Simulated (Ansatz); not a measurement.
A structure relaxed at PBE-D4/def2-SVPD in Ansatz, charge -1, singlet:

```xyz
4

Sn   -0.898    0.198   -0.059
Cl    0.213    0.193    2.228
Cl    0.768    1.673   -1.288
Cl   -0.083   -2.065   -0.882
```

Problem. Give its formula, name or SMILES and point group.

Solution. [SnCl3]- (SnCl₃⁻). Point group C3v (tolerance 0.1 Å).

Problem. Summarise the bond lengths by kind (pairs closer than 1.2 times the sum of covalent radii, bridged metal pairs left out).

Solution. 3 × Cl–Sn 2.54 Å.

In the def2 sets Sn takes a core potential; there is no spin–orbit coupling.
